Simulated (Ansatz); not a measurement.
Reaction (ligand exchange at the Si–N bond): `F[Si](F)(Cl)[NH][GeH2][Cl]` + `[SH][GeH2][Cl]` → `F[Si](F)(Cl)[S][GeH2][Cl]` + `[NH2][GeH2][Cl]`

Calculated with Ansatz (gas phase, PBE0-D4/def2-TZVP geometries, no zero-point term in ΔE). CCSD(T)/CBS adds triple-zeta CCSD(T) − MP2 to the extrapolated MP2 energy (def2 sets, frozen cores). For Ge outer-core shells are correlated without core-valence functions, which leaves a few kJ/mol of doubt a bond. Scalar relativity is left out up to krypton. One conformer a species, not always the lowest.

```json
{"species": "`F[Si](F)(Cl)[NH][GeH2][Cl]`", "HF/def2-QZVPP energy (Eh)": "-3538.92444"}
{"species": "`[SH][GeH2][Cl]`", "HF/def2-QZVPP energy (Eh)": "-2934.30768"}
{"species": "`F[Si](F)(Cl)[S][GeH2][Cl]`", "HF/def2-QZVPP energy (Eh)": "-3881.41597"}
{"species": "`[NH2][GeH2][Cl]`", "HF/def2-QZVPP energy (Eh)": "-2591.80265"}
```

**Question.** Work out ΔE.

**Answer.** ΔE = (-3881.41597) + (-2591.80265) − (-3538.92444) − (-2934.30768) = 0.01350 Eh = +8.5 kcal/mol. CCSD(T)/CBS gives +4.5 kcal/mol.

Largest T1 diagnostic among the species: 0.011.

In def2-TZVPP, CCSD(T) changes the Hartree–Fock value by −2.7 kcal/mol (the triples alone add −0.8 kcal/mol) and MP2 by −3.8 kcal/mol. The D4 term adds −0.9 kcal/mol with B3LYP and −0.5 kcal/mol with PBE0; it sums over pairs of atoms, weighted by their polarisabilities, and B3LYP, whose exchange is more repulsive, gets the larger term.

B3LYP here is the variant with VWN-RPA as its local correlation; programs differ in this.
